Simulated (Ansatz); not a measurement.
Reaction (ligand exchange at the Si–C bond): `C[SiH2]C(=O)[SiH3]` + `C[O][AlH][SH]` → `C[O][AlH][S][SiH3]` + `C[SiH2]C=O`

Gas-phase electronic energies from Ansatz, PBE0-D4/def2-TZVP geometries. CCSD(T)/CBS is the MP2 limit (def2-TZVPP, def2-QZVPP) plus CCSD(T) − MP2 in def2-TZVPP, frozen cores. DFT in def2-TZVPP. Each species was taken in one conformer, which may not be the lowest.

`C[SiH2]C(=O)[SiH3]`:

Z-matrix (Å, degrees):
```
C
Si 1 1.861
H 1 1.092 2 110.3
H 1 1.092 2 111.2 3 120.6
H 1 1.092 2 110.2 3 -118.9
C 2 1.940 1 109.4 3 59.9
H 2 1.490 1 112.8 3 -59.3
H 2 1.490 1 112.7 3 179.0
Si 6 1.941 2 121.5 1 -179.0
O 6 1.215 2 118.8 1 1.0
H 9 1.483 6 110.0 2 -178.8
H 9 1.488 6 108.5 2 -57.3
H 9 1.488 6 108.4 2 59.9
```

`C[O][AlH][SH]`:

Z-matrix (Å, degrees):
```
C
O 1 1.394
H 1 1.098 2 112.7
H 1 1.095 2 110.2 3 120.5
H 1 1.095 2 110.1 3 -120.5
Al 2 1.679 1 138.3 3 -1.4
S 6 2.185 2 120.8 1 -0.1
H 6 1.569 2 118.9 1 179.9
H 7 1.345 6 93.5 2 -0.1
```

`C[O][AlH][S][SiH3]`:

```xyz
12

C     0.611    0.988   -1.482
O     1.431    0.264   -0.622
Al    1.646   -0.671    0.740
S     0.023   -1.317    2.054
Si   -1.681   -0.557    1.019
H     1.214    1.708   -2.044
H    -0.164    1.541   -0.941
H     0.117    0.325   -2.200
H     3.105   -1.119    1.108
H    -1.698   -0.992   -0.401
H    -2.877   -1.098    1.710
H    -1.727    0.927    1.059
```

`C[SiH2]C=O`:

Z-matrix (Å, degrees):
```
C
Si 1 1.860
H 1 1.092 2 110.3
H 1 1.092 2 110.3 3 -119.0
H 1 1.092 2 111.2 3 120.5
C 2 1.926 1 109.6 3 59.4
H 2 1.490 1 112.8 3 -59.6
H 2 1.490 1 112.8 3 178.3
O 6 1.206 2 122.1 1 -0.2
H 6 1.118 2 118.9 1 179.8
```

| level | ΔE (kJ/mol) |
| --- | --- |
| ωB97X-V | -79.9 |
| ωB97M-V | -79.2 |
| r2SCAN | -77.9 |
| CCSD/def2-TZVPP | -79.5 |
| CCSD(T)/def2-TZVPP | -78.0 |
| MP2/def2-QZVPP | -86.8 |
| HF/CBS(def2) | -87.0 |
| CCSD/CBS(def2) | -82.0 |

Problem. What does CCSD(T)/CBS give? (Best estimate.)

Solution. Ansatz gave: -80.6 kJ/mol. The listed levels differ from it by 0.7, 1.4, 2.7, 1.1, 2.6, -6.2, -6.4, -1.4 kJ/mol.

Largest T1 diagnostic among the species: 0.015.

From PBE to PBE0 (25 % exact exchange), in def2-TZVPP and without D4, ΔE moves by −8.1 kJ/mol. The D4 term adds −3.1 kJ/mol with B3LYP and −1.7 kJ/mol with PBE0; it sums over pairs of atoms, weighted by their polarisabilities, and B3LYP, whose exchange is more repulsive, gets the larger term.

CCSD(T)/CBS has its own doubt, a few kJ/mol and more with outer-core shells, so smaller differences from it don't rank the levels.

B3LYP here is the variant with VWN-RPA as its local correlation; programs differ in this.
